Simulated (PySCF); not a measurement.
Species: C₇H₇FS (charge -1 and doublet state).
Cartesian coordinates in Å at the GFN2-xTB level; atoms count from 1:
```
atom  x, y, z in Å
C1     3.5125    0.1458   -0.3105
C2     2.1547    0.1544    0.2032
C3     1.0388    0.1693    0.6439
C4    -0.3281    0.1450    1.1157
C5    -1.2916   -0.4100    0.0483
C6    -2.7056   -0.4666    0.5687
F7    -2.8298   -1.5459    1.4933
C8    -3.7516    0.2872    0.3487
S9    -4.1279    1.6017   -0.5719
H10    3.9578   -0.8425   -0.1822
H11    3.5145    0.3952   -1.3726
H12    4.1244    0.8769    0.2210
H13   -0.6431    1.1580    1.3839
H14   -0.3905   -0.4816    2.0116
H15   -0.9629   -1.4139   -0.2457
H16   -1.2793    0.2359   -0.8317
```

The hyperfine couplings belong to this conformer and change with its torsions.

Identity: `CC#CCC/C(F)=[C]\[S-]` [radical] (charge -1).

Method used: UKS B3LYP, pcH-1 on C F H S, non-relativistic, mean-field spin-orbit, GIAO in PySCF. GFN2-xTB frequencies show an imaginary mode (37i cm⁻¹), so this geometry is no minimum at that level. Whether the extra electron is bound in the gas phase wasn't checked; a finite basis holds it in any case. A GFN2-xTB geometry isn't a minimum of the functional, and hyperfine couplings can be far from their values at a DFT geometry, by a factor of two or more for some ions and for spin on atoms past the first row. Stability of the SCF solution: not tested.

Q: Predict the first-order ENDOR lines of F7, H15/H16 and H13/H14 under fast tumbling at B = 338.1 mT (X band).

A: For S = 1/2 in fast tumbling each set of equivalent nuclei gives two lines, ν± = |νn ± a/2| to first order, with νn = g_N μN B/h and μN/h = 7.62259 MHz/T.

| nuclei | isotope | g_N | νn (MHz) | a_iso (MHz) | lower line (MHz) | upper line (MHz) |
| --- | --- | --- | --- | --- | --- | --- |
| F7 | 19F | 5.2577 | 13.55 | 172.95 | 72.93 | 100.03 |
| H15/H16 | 1H | 5.5857 | 14.40 | 0.76 | 14.02 | 14.78 |
| H13/H14 | 1H | 5.5857 | 14.40 | 0.73 | 14.03 | 14.76 |

Q: Which pairs are centred on the nuclear Larmor frequency, and which on half the coupling?

A: Centred on νn, since |a| < 2νn: H15/H16 and H13/H14. Centred on |a|/2 and split by 2νn: F7.

Q: At what field would the lower line of F7 fall to zero frequency?

A: Where νn = |a|/2, that is B = 86.48 MHz/(5.2577 × 7.62259 MHz/T) = 2160 mT, as far as first order holds there.

Means are taken over nuclei equivalent by connectivity, which assumes that they swap fast.

The Mulliken spin populations are largest on C8 (+0.58) and S9 (+0.40).
